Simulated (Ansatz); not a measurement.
Geometry optimisation, RKS PBE0-D4/def2-SVP in Ansatz.

Input file:

```yaml
crystal:
  periodic: [false, false, false]
  atoms:
    - { symbol: Sn, position_ang: [0.247685, 0.043186, -0.049869] }
    - { symbol: O, position_ang: [0.856879, -0.129332, 1.802965] }
    - { symbol: H, position_ang: [0.217736, -0.181455, 2.524297] }
    - { symbol: H, position_ang: [1.952195, -0.056338, -0.172048] }
    - { symbol: H, position_ang: [-0.765774, 1.360483, -0.426863] }
    - { symbol: Cl, position_ang: [-0.934621, -1.864745, -0.751081] }
basis:
  gaussian: { orbitals: def2-SVP }
hamiltonian:
  xc: pbe0
  dispersion: d4
relax:
  f_tol: 0.03
  max_steps: 50
output:
  orbitals: {}
```

Command:

```bash
$ ansatz run input.yaml --threads 1 --pin off --max-ram 2048MiB --backend cpu --events-out ev --progress --plain --runs-dir out
```

Question: Where does it end, and by what steps?

Answer: The forces met the threshold. After 6 steps the energy has fallen by 0.484 eV; H4 moved furthest, 0.51 Å.

| step | energy less start (eV) | largest force component (eV/Å) | accepted |
| --- | --- | --- | --- |
| 0 | 0.0000 | 1.226 | yes |
| 1 | -0.3061 | 0.617 | yes |
| 2 | -0.4485 | 0.273 | yes |
| 3 | -0.4809 | 0.209 | yes |
| 4 | -0.4791 | 0.223 | no |
| 5 | -0.4838 | 0.050 | yes |
| 6 | -0.4839 | 0.009 | yes |

```xyz
6
Properties=species:S:1:pos:R:3
Sn 0.393 0.036 0.039
O 0.745 -0.113 1.977
H -0.058 -0.226 2.498
H 1.932 -0.023 -0.680
H -0.614 1.374 -0.302
Cl -0.824 -1.875 -0.604
```

Whether the end is a true minimum wasn't checked by a vibrational analysis.

The run took 14 s on 1 thread of Intel(R) Xeon(R) 6975P-C (Granite Rapids), with other jobs on the host, peak memory 0.16 GiB.
